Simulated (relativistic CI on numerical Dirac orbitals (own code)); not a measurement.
# Energy levels of La5+

Computed by Dirac-Coulomb-Breit CI, orbitals from a KLI potential per configuration, QED by a radiative potential, valence Slater integrals scaled by 0.85, P86 correlation energy added to each configuration (own radial code, finite nucleus).

Configurations in the expansion (outside the closed core [Kr] 4d10): 5s²5p⁴, 5s5p⁵, 5s²5p³5d, 5s²5p³4f, 5p⁶, 5s5p⁴5d, 5s²5p³5f, 5s²5p²4f5d, 5s²5p³5g, 5s²5p³6s, 5s5p⁴4f, 5s²5p³6p, 5s5p³4f², 5s5p⁴5f, 5p⁵4f, 5s5p⁴5g, 5s²5p³6d, 5s²5p²4f6s, 5s²5p³7s, 5p⁵5d, 5s²5p²4f5g, 5s²5p²5d5f, 5s²5p³7p, 5s5p³5d², 5s5p⁴6s, 5s5p³5d6s, 5p⁴4f5d, 5s5p⁴6p, 5s²5p²4f², 5s²5p4f²5d, 5s²5p4f³, 5s5p²4f²5d, 5s²5p4f²5f, 5s²5p4f²5g, 5s²5p²5d², 5s²5p5d³, 5s²5p4f5d², 5s5p²5d³, 5s²5p5d²5f, 5s²5p5d²5g. Double excitations out of closed p, d and f shells are left out; levels of such configurations are missing from the list, as are those of other unlisted configurations, and high levels can miss mixing partners. These lack a partner that the ground configuration has and come out too high: 5s²5p³6s, 5s5p⁴4f, 5s²5p³6p, 5s5p⁴5f, 5s5p⁴5g.

The lowest level is 5s²5p⁴ ³P2, with 80 % of that term; Hund's rules for 5s²5p⁴ give ³P with J = 2, in agreement.

```csv
No.,Configuration,Term,J,E (cm⁻¹),%,Next component (%),Landé g,jj configuration (%)
1,5s²5p⁴,³P,2,0.0,80,16 ¹D,1.415,5p3/2^2 (93)
2,5s²5p⁴,³P,0,12172.5,64,33 ¹S,,5p3/2^2 (86)
3,5s²5p⁴,³P,1,20124.4,97,1 5s5p⁴5d ³P,1.501,5p1/2 5p3/2^3 (97)
4,5s²5p⁴,¹D,2,28668.5,79,17 ³P,1.085,5p1/2 5p3/2^3 (92)
5,5s²5p⁴,¹S,0,58106.8,63,33 ³P,,5p3/2^4 (86)
6,5s²5p³4f,⁵F,3,129329.2,45,22 ³G,1.083,5p3/2 4f5/2 (84)
7,5s²5p³4f,⁵F,4,130090.5,57,20 ³G,1.255,5p3/2 4f7/2 (41)
8,5s²5p³4f,⁵F,2,131012.3,70,16 ³D,1.000,5p3/2 4f5/2 (67)
9,5s²5p³4f,⁵F,1,131617.8,77,18 ³D,0.128,5p3/2 4f5/2 (62)
10,5s²5p³4f,⁵F,5,132365.2,71,21 ³G,1.334,5p3/2 4f7/2 (68)
11,5s²5p³4f,³F,3,134239.8,33,23 ³D,1.133,5p3/2 4f7/2 (81)
12,5s²5p³4f,³F,4,142301.8,53,17 ¹G,1.130,5p3/2 4f5/2 (43)
13,5s²5p³4f,³F,2,142410.7,73,14 ¹D,0.780,5p3/2 4f7/2 (58)
14,5s5p⁵,³P°,2,147650.2,79,18 5s²5p³5d ³P°,1.500,5s 5p3/2^3 (79)
15,5s²5p³4f,³G,3,147830.9,47,19 ⁵F,0.997,5p1/2 5p3/2^2 4f5/2 (76)
16,5s²5p³4f,³G,4,148930.3,49,27 ⁵F,1.157,5p1/2 5p3/2^2 4f7/2 (59)
17,5s²5p³4f,³F,2,149868.3,35,23 ¹D,0.919,5p1/2 5p3/2^2 4f5/2 (75)
18,5s²5p³4f,³F,4,152866.9,50,35 ³H,1.063,5p1/2 5p3/2^2 4f5/2 (58)
19,5s²5p³4f,³D,3,153113.7,50,22 ³F,1.172,5p1/2 5p3/2^2 4f7/2 (52)
20,5s²5p³4f,³H,5,153354.2,36,25 ³G,1.145,5p1/2 5p3/2^2 4f7/2 (76)
21,5s²5p³4f,¹P,1,154792.8,63,15 ³D,0.829,5p1/2 5p3/2^2 4f5/2 (58)
22,5s5p⁵,³P°,1,157826.7,67,17 5s²5p³5d ³P°,1.432,5s 5p3/2^3 (49)
23,5s²5p³4f,³G,5,159203.5,85,8 ¹H,1.176,5p1/2 5p3/2^2 4f7/2 (70)
24,5s²5p³4f,³F,2,159250.3,35,32 ³P,1.090,5p1/2 5p3/2^2 4f5/2 (62)
25,5s²5p³4f,³F,4,159881.2,52,25 ³H,1.095,5p1/2 5p3/2^2 4f5/2 (60)
26,5s²5p³4f,¹H,5,160450.0,56,41 ³H,1.017,5p1/2 5p3/2^2 4f5/2 (85)
27,5s²5p³4f,³H,6,161375.3,98,1 5s²5p²4f² ³H,1.167,5p1/2 5p3/2^2 4f7/2 (98)
28,5s²5p³4f,³F,3,162688.1,91,6 ¹F,1.073,5p1/2 5p3/2^2 4f5/2 (58)
29,5s²5p³4f,³D,1,162827.5,96,2 ³P,0.516,5p1/2 5p3/2^2 4f5/2 (69)
30,5s²5p³4f,³P,2,163137.1,34,31 ³F,1.112,5p1/2 5p3/2^2 4f7/2 (59)
```

Energies count from the lowest computed level; ° marks odd parity. Filled j subshells are mostly left out of the jj labels.

The mean weight of the leading LS term, summed over parents, in these 30 levels is 63 %, and that of the leading jj configuration (from the same eigenvectors) 70 %.

At this charge configurations can still be misplaced by up to about 7 % of their energy. Levels and lines within the n = 5 or 6 shells can be off by up to 10 % or somewhat more, and those that change n by about 2 %, since core polarisation is missing. Levels that differ in their count of f electrons can be misplaced by several ten thousand cm⁻¹, since the correlation energy of f electrons is missing or only estimated; rates across such gaps can be off by orders of magnitude.

LS names give the leading component of a level, which can be under half, so a name can repeat, a term be missing and a line seem to break the LS rules.
